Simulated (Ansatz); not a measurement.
Relaxation of Al₅As₄H₁₆⁻, a cluster cut from zinc blende AlAs (hydrogen-capped) (charge -1, singlet) with RKS PBE-D4/def2-SVP in Ansatz.

Positions (Å) and forces (eV/Å) at steps 12, 13, 14, 16, 17, 18, 19, 20, 21, 22, 25 of 25:

```xyz
25
step=12 energy=-276521.7353 eV
As   -1.391   -1.396    0.817   -0.107   -0.069    0.010
As    1.935   -1.927   -1.130   -0.064    0.053   -0.027
As   -1.920    1.914   -1.129    0.010   -0.004   -0.010
As    1.392    1.395    0.819    0.059    0.088    0.023
Al   -3.236   -0.086   -0.249   -0.100    0.022    0.018
Al   -0.070   -3.234   -0.248    0.074   -0.141    0.071
Al   -0.015    0.014    2.383    0.024   -0.028    0.164
Al    3.235    0.083   -0.247    0.130   -0.054    0.040
Al    0.072    3.236   -0.241   -0.020    0.111    0.011
H    -2.235   -2.230    1.802    0.128    0.103   -0.066
H     1.516   -1.520   -2.544    0.015    0.004   -0.009
H     2.975   -2.959   -1.580   -0.047    0.038    0.017
H    -2.961    2.949   -1.572    0.042   -0.036    0.010
H    -1.510    1.514   -2.548   -0.003   -0.006    0.010
H     2.225    2.235    1.807   -0.102   -0.114   -0.061
H    -3.893   -0.775   -1.560    0.027    0.017    0.075
H    -4.219    0.501    0.910    0.121   -0.063   -0.137
H    -0.753   -3.924   -1.544    0.013    0.051    0.076
H     0.543   -4.189    0.921   -0.088    0.102   -0.134
H     0.967   -0.969    3.204   -0.004    0.007    0.020
H    -1.009    1.000    3.186    0.003    0.001    0.002
H     4.203   -0.519    0.915   -0.109    0.080   -0.135
H     3.909    0.774   -1.549   -0.044   -0.018    0.082
H    -0.523    4.209    0.921    0.064   -0.114   -0.132
H     0.762    3.905   -1.546   -0.024   -0.033    0.080
25
step=13 energy=-276521.7278 eV rejected
As   -1.323   -1.330    0.873   -0.184   -0.297    0.207
As    1.814   -1.810   -1.216    0.177   -0.162    0.058
As   -1.846    1.845   -1.196   -0.038    0.040   -0.047
As    1.319    1.329    0.882    0.291    0.191    0.167
Al   -3.187   -0.128   -0.292   -0.025    0.158    0.145
Al   -0.088   -3.206   -0.233    0.023    0.073   -0.026
Al    0.006   -0.014    2.572   -0.079    0.083   -0.264
Al    3.193    0.111   -0.249   -0.042   -0.055    0.020
Al    0.115    3.194   -0.278   -0.143    0.004    0.135
H    -2.162   -2.182    1.845   -0.012    0.034   -0.083
H     1.431   -1.421   -2.645   -0.047    0.014    0.034
H     2.856   -2.852   -1.635   -0.003    0.021   -0.042
H    -2.885    2.884   -1.629    0.011   -0.021   -0.024
H    -1.447    1.448   -2.617    0.018   -0.008   -0.019
H     2.169    2.168    1.855   -0.022    0.010   -0.079
H    -3.835   -0.875   -1.570    0.059   -0.018    0.057
H    -4.177    0.538    0.815    0.089   -0.089   -0.118
H    -0.843   -3.850   -1.510   -0.003    0.008    0.076
H     0.570   -4.194    0.880   -0.035    0.128   -0.129
H     0.988   -0.991    3.397   -0.013    0.010   -0.009
H    -0.997    0.989    3.341    0.027   -0.033    0.044
H     4.186   -0.547    0.857   -0.115    0.042   -0.121
H     3.836    0.869   -1.526   -0.027    0.006    0.071
H    -0.555    4.175    0.834    0.078   -0.080   -0.120
H     0.862    3.850   -1.554    0.014   -0.060    0.068
25
step=14 energy=-276521.7712 eV
As   -1.372   -1.379    0.862   -0.031   -0.038    0.051
As    1.881   -1.874   -1.180    0.002   -0.003   -0.011
As   -1.882    1.878   -1.178    0.010   -0.006   -0.014
As    1.371    1.376    0.866    0.037    0.026    0.045
Al   -3.202   -0.103   -0.266   -0.042    0.006    0.034
Al   -0.080   -3.209   -0.246    0.002   -0.029    0.020
Al   -0.009    0.004    2.472   -0.002    0.006   -0.006
Al    3.204    0.097   -0.252    0.033   -0.001    0.020
Al    0.089    3.205   -0.255   -0.002    0.038    0.026
H    -2.209   -2.216    1.844    0.037    0.042   -0.053
H     1.473   -1.470   -2.597   -0.020    0.018    0.007
H     2.919   -2.907   -1.630   -0.021    0.022    0.011
H    -2.919    2.913   -1.625    0.020   -0.023    0.010
H    -1.474    1.476   -2.595    0.016   -0.014    0.007
H     2.207    2.211    1.849   -0.039   -0.034   -0.048
H    -3.846   -0.839   -1.551    0.020    0.002    0.026
H    -4.188    0.515    0.859    0.041   -0.014   -0.060
H    -0.819   -3.877   -1.519    0.009    0.020    0.032
H     0.556   -4.172    0.887   -0.014    0.039   -0.061
H     0.971   -0.974    3.299    0.002   -0.002    0.008
H    -1.001    0.994    3.272   -0.001   -0.001    0.010
H     4.179   -0.534    0.875   -0.040    0.015   -0.059
H     3.862    0.840   -1.528   -0.022   -0.010    0.032
H    -0.536    4.183    0.873    0.012   -0.040   -0.059
H     0.825    3.859   -1.536   -0.005   -0.021    0.030
25
step=16 energy=-276521.8002 eV
As   -1.354   -1.365    1.000   -0.012   -0.008   -0.021
As    1.755   -1.749   -1.280    0.018   -0.012    0.050
As   -1.761    1.757   -1.275    0.020   -0.014    0.037
As    1.354    1.360    1.005    0.017   -0.002   -0.031
Al   -3.128   -0.150   -0.276   -0.032    0.038    0.048
Al   -0.118   -3.141   -0.249   -0.042   -0.012    0.017
Al   -0.004   -0.001    2.638   -0.012    0.030   -0.031
Al    3.132    0.138   -0.256    0.019    0.030    0.031
Al    0.132    3.134   -0.264   -0.004    0.020    0.041
H    -2.226   -2.235    1.914    0.016    0.017   -0.012
H     1.311   -1.307   -2.675   -0.024    0.009    0.029
H     2.782   -2.772   -1.767   -0.006    0.012   -0.029
H    -2.788    2.782   -1.757    0.001   -0.010   -0.024
H    -1.322    1.320   -2.673    0.022   -0.009    0.015
H     2.223    2.231    1.921   -0.018   -0.018   -0.012
H    -3.726   -1.000   -1.512    0.015    0.009    0.018
H    -4.152    0.592    0.733    0.036   -0.029   -0.041
H    -0.983   -3.756   -1.467    0.038    0.006    0.018
H     0.621   -4.146    0.779    0.006    0.038   -0.054
H     0.975   -0.975    3.470    0.002   -0.008   -0.001
H    -0.992    0.989    3.442   -0.006   -0.005    0.014
H     4.147   -0.604    0.761   -0.036    0.003   -0.047
H     3.739    1.009   -1.474   -0.011   -0.039    0.015
H    -0.605    4.152    0.754    0.011   -0.035   -0.049
H     0.988    3.737   -1.493   -0.020   -0.012    0.019
25
step=17 energy=-276521.8085 eV
As   -1.351   -1.352    1.064    0.018   -0.008   -0.044
As    1.683   -1.678   -1.304    0.006   -0.007   -0.002
As   -1.691    1.692   -1.313    0.011   -0.015    0.000
As    1.345    1.355    1.068    0.016   -0.004   -0.042
Al   -3.095   -0.163   -0.274   -0.032    0.009    0.008
Al   -0.144   -3.106   -0.241    0.051   -0.011   -0.057
Al   -0.007    0.003    2.715   -0.013   -0.008   -0.055
Al    3.099    0.160   -0.249    0.017   -0.059   -0.048
Al    0.154    3.103   -0.263   -0.037    0.028    0.001
H    -2.222   -2.231    1.964   -0.040   -0.014    0.021
H     1.196   -1.197   -2.673   -0.018    0.015    0.053
H     2.695   -2.685   -1.855   -0.018    0.021   -0.014
H    -2.706    2.702   -1.851    0.015   -0.013   -0.015
H    -1.210    1.220   -2.687    0.012   -0.017    0.046
H     2.221    2.227    1.970    0.017    0.034    0.019
H    -3.670   -1.065   -1.485    0.013    0.019    0.024
H    -4.138    0.629    0.672    0.026   -0.016   -0.012
H    -1.029   -3.707   -1.453    0.009    0.009    0.048
H     0.687   -4.123    0.700   -0.040    0.029    0.002
H     0.970   -0.979    3.540    0.004    0.007   -0.002
H    -0.997    0.983    3.528    0.006    0.002   -0.001
H     4.128   -0.664    0.687   -0.031    0.042    0.003
H     3.690    1.050   -1.462   -0.011   -0.005    0.046
H    -0.656    4.136    0.679    0.029   -0.026   -0.007
H     1.048    3.689   -1.474   -0.008   -0.013    0.031
25
step=18 energy=-276521.8197 eV
As   -1.351   -1.355    1.079   -0.002    0.026   -0.029
As    1.644   -1.640   -1.312    0.016   -0.018   -0.097
As   -1.646    1.645   -1.315   -0.015    0.017   -0.077
As    1.349    1.353    1.083   -0.026    0.014   -0.032
Al   -3.090   -0.174   -0.270    0.007    0.009   -0.003
Al   -0.154   -3.097   -0.248    0.051   -0.044    0.021
Al   -0.008    0.003    2.725    0.010   -0.008   -0.036
Al    3.093    0.167   -0.254    0.026   -0.029    0.023
Al    0.164    3.094   -0.260   -0.035    0.007    0.017
H    -2.233   -2.220    1.980   -0.034   -0.049    0.032
H     1.101   -1.108   -2.645    0.023   -0.009    0.093
H     2.640   -2.626   -1.936   -0.060    0.050   -0.005
H    -2.645    2.639   -1.917    0.044   -0.039   -0.017
H    -1.119    1.128   -2.658   -0.013    0.004    0.078
H     2.215    2.232    1.985    0.043    0.031    0.029
H    -3.656   -1.095   -1.470    0.000    0.027    0.020
H    -4.132    0.648    0.650    0.018   -0.019   -0.003
H    -1.064   -3.705   -1.436    0.022    0.014    0.020
H     0.697   -4.111    0.682   -0.043    0.037   -0.017
H     0.976   -0.975    3.549   -0.003    0.000   -0.004
H    -0.993    0.980    3.549    0.001    0.001   -0.013
H     4.119   -0.666    0.678   -0.035    0.028   -0.022
H     3.684    1.084   -1.444   -0.009   -0.023    0.017
H    -0.674    4.125    0.659    0.034   -0.027   -0.007
H     1.083    3.674   -1.454   -0.020   -0.002    0.013
25
step=19 energy=-276521.8299 eV
As   -1.373   -1.372    1.102    0.115    0.061   -0.067
As    1.598   -1.594   -1.321    0.043   -0.039   -0.255
As   -1.607    1.609   -1.338   -0.030    0.014   -0.219
As    1.360    1.380    1.104   -0.049   -0.107   -0.060
Al   -3.078   -0.168   -0.263   -0.024   -0.036   -0.027
Al   -0.145   -3.090   -0.224    0.001   -0.018   -0.039
Al    0.000   -0.004    2.716   -0.034    0.010    0.059
Al    3.080    0.166   -0.234    0.024   -0.036   -0.042
Al    0.154    3.091   -0.251    0.016    0.030   -0.008
H    -2.243   -2.247    2.002   -0.037   -0.013    0.040
H     0.979   -0.967   -2.589    0.074   -0.102    0.221
H     2.548   -2.549   -2.075   -0.141    0.160    0.096
H    -2.568    2.568   -2.067    0.131   -0.138    0.077
H    -0.999    0.999   -2.616   -0.070    0.088    0.198
H     2.238    2.244    2.009    0.013    0.036    0.035
H    -3.652   -1.090   -1.456   -0.012    0.016    0.001
H    -4.110    0.663    0.651   -0.012    0.024    0.015
H    -1.050   -3.694   -1.413   -0.006   -0.028   -0.002
H     0.715   -4.101    0.696   -0.010    0.033   -0.005
H     0.979   -0.982    3.547    0.009    0.001   -0.017
H    -0.986    0.971    3.541    0.004    0.005   -0.003
H     4.098   -0.690    0.679   -0.015    0.014    0.014
H     3.674    1.068   -1.430    0.023    0.017    0.000
H    -0.688    4.114    0.668   -0.009   -0.012   -0.006
H     1.076    3.675   -1.437   -0.006    0.021   -0.006
25
step=20 energy=-276521.8392 eV
As   -1.354   -1.363    1.079   -0.007   -0.004   -0.015
As    1.596   -1.593   -1.307    0.060   -0.064   -0.325
As   -1.603    1.602   -1.320   -0.036    0.041   -0.280
As    1.352    1.361    1.081    0.012   -0.006   -0.009
Al   -3.088   -0.173   -0.263    0.001    0.024   -0.006
Al   -0.147   -3.105   -0.237    0.025    0.014    0.032
Al   -0.004    0.000    2.715    0.003    0.009   -0.024
Al    3.096    0.163   -0.240   -0.013   -0.019    0.023
Al    0.155    3.097   -0.251   -0.023   -0.001    0.010
H    -2.223   -2.232    1.990   -0.034   -0.022    0.020
H     0.941   -0.941   -2.543    0.089   -0.094    0.202
H     2.529   -2.523   -2.112   -0.139    0.144    0.099
H    -2.545    2.541   -2.101    0.127   -0.133    0.089
H    -0.962    0.967   -2.570   -0.076    0.083    0.181
H     2.222    2.228    1.994    0.021    0.031    0.020
H    -3.685   -1.069   -1.464    0.004   -0.005    0.008
H    -4.105    0.662    0.666   -0.014    0.011    0.018
H    -1.046   -3.729   -1.420    0.002   -0.004   -0.007
H     0.698   -4.097    0.715    0.003    0.006   -0.016
H     0.982   -0.979    3.536   -0.008    0.005   -0.003
H    -0.987    0.983    3.534    0.004   -0.012   -0.004
H     4.100   -0.676    0.702   -0.002   -0.006   -0.003
H     3.707    1.066   -1.427    0.005   -0.001   -0.009
H    -0.684    4.105    0.686   -0.008    0.001    0.001
H     1.056    3.705   -1.442    0.004    0.003   -0.002
25
step=21 energy=-276521.8450 eV
As   -1.356   -1.364    1.080   -0.004   -0.002   -0.014
As    1.589   -1.585   -1.312    0.042   -0.045   -0.242
As   -1.595    1.593   -1.324   -0.022    0.025   -0.203
As    1.354    1.363    1.083    0.009   -0.006   -0.010
Al   -3.089   -0.169   -0.261    0.001    0.018   -0.001
Al   -0.144   -3.104   -0.236    0.016    0.011    0.029
Al   -0.004    0.001    2.714    0.002    0.006   -0.019
Al    3.095    0.160   -0.239   -0.010   -0.012    0.021
Al    0.152    3.097   -0.249   -0.016   -0.002    0.012
H    -2.225   -2.233    1.992   -0.027   -0.018    0.016
H     0.918   -0.919   -2.527    0.068   -0.073    0.150
H     2.509   -2.502   -2.139   -0.100    0.104    0.071
H    -2.522    2.519   -2.129    0.089   -0.094    0.062
H    -0.936    0.941   -2.551   -0.057    0.063    0.130
H     2.223    2.230    1.997    0.017    0.025    0.016
H    -3.689   -1.067   -1.458    0.002   -0.005    0.006
H    -4.103    0.671    0.668   -0.009    0.008    0.013
H    -1.044   -3.731   -1.418    0.002   -0.004   -0.005
H     0.706   -4.093    0.713    0.003    0.006   -0.013
H     0.981   -0.979    3.535   -0.006    0.004   -0.003
H    -0.987    0.983    3.534    0.003   -0.009   -0.004
H     4.096   -0.684    0.702   -0.004   -0.005   -0.003
H     3.710    1.063   -1.424    0.005   -0.001   -0.007
H    -0.693    4.101    0.687   -0.006    0.000    0.001
H     1.054    3.709   -1.438    0.003    0.004   -0.002
25
step=22 energy=-276521.8521 eV
As   -1.363   -1.366    1.078    0.003    0.010    0.008
As    1.586   -1.582   -1.328   -0.005    0.016   -0.006
As   -1.581    1.581   -1.338   -0.007   -0.001    0.007
As    1.359    1.366    1.081   -0.013    0.009    0.003
Al   -3.092   -0.150   -0.250    0.003   -0.015   -0.009
Al   -0.129   -3.098   -0.230   -0.016   -0.019   -0.004
Al   -0.005    0.003    2.705   -0.002   -0.008    0.012
Al    3.094    0.145   -0.234    0.013    0.007   -0.009
Al    0.138    3.097   -0.242    0.014    0.004   -0.003
H    -2.235   -2.235    1.990    0.009    0.004   -0.005
H     0.885   -0.889   -2.497   -0.005    0.008    0.004
H     2.479   -2.469   -2.197    0.001   -0.003   -0.001
H    -2.486    2.479   -2.184    0.001    0.003   -0.008
H    -0.893    0.905   -2.524    0.001   -0.010    0.010
H     2.225    2.239    1.996   -0.003   -0.008   -0.005
H    -3.702   -1.058   -1.435   -0.016    0.004    0.000
H    -4.096    0.703    0.682    0.016   -0.003   -0.005
H    -1.028   -3.738   -1.406    0.001   -0.008   -0.001
H     0.738   -4.078    0.711   -0.002    0.004    0.009
H     0.975   -0.975    3.531    0.008   -0.007   -0.001
H    -0.989    0.979    3.529   -0.007    0.010   -0.004
H     4.083   -0.714    0.706   -0.004    0.002    0.003
H     3.722    1.046   -1.415    0.009   -0.002    0.003
H    -0.727    4.087    0.692    0.004   -0.009    0.003
H     1.044    3.723   -1.420   -0.003    0.010    0.002
25
step=25 energy=-276521.8541 eV
As   -1.362   -1.366    1.071    0.000   -0.001    0.000
As    1.572   -1.568   -1.336    0.000    0.000   -0.001
As   -1.570    1.568   -1.343    0.000    0.001   -0.002
As    1.360    1.367    1.074    0.000    0.000    0.000
Al   -3.095   -0.145   -0.247   -0.001    0.002    0.000
Al   -0.125   -3.102   -0.230    0.001    0.000    0.001
Al   -0.006    0.003    2.698    0.000    0.000   -0.001
Al    3.098    0.140   -0.233    0.000   -0.001    0.000
Al    0.130    3.100   -0.237   -0.001    0.001    0.001
H    -2.232   -2.233    1.987    0.001    0.000   -0.001
H     0.846   -0.847   -2.472    0.001   -0.001   -0.001
H     2.445   -2.435   -2.245    0.000    0.000    0.001
H    -2.444    2.438   -2.248    0.000    0.001    0.001
H    -0.844    0.852   -2.483   -0.001   -0.001    0.000
H     2.225    2.236    1.991    0.000    0.000   -0.001
H    -3.739   -1.042   -1.422    0.000    0.000    0.000
H    -4.072    0.723    0.698    0.001    0.000    0.000
H    -1.017   -3.763   -1.400    0.000   -0.001    0.000
H     0.750   -4.062    0.723    0.000    0.000    0.000
H     0.976   -0.976    3.524    0.000    0.001    0.000
H    -0.991    0.985    3.515    0.000    0.000    0.000
H     4.067   -0.730    0.717    0.000    0.000    0.000
H     3.750    1.036   -1.405    0.001    0.000    0.000
H    -0.745    4.066    0.711    0.000    0.000    0.000
H     1.026    3.755   -1.407    0.000    0.001    0.000
```
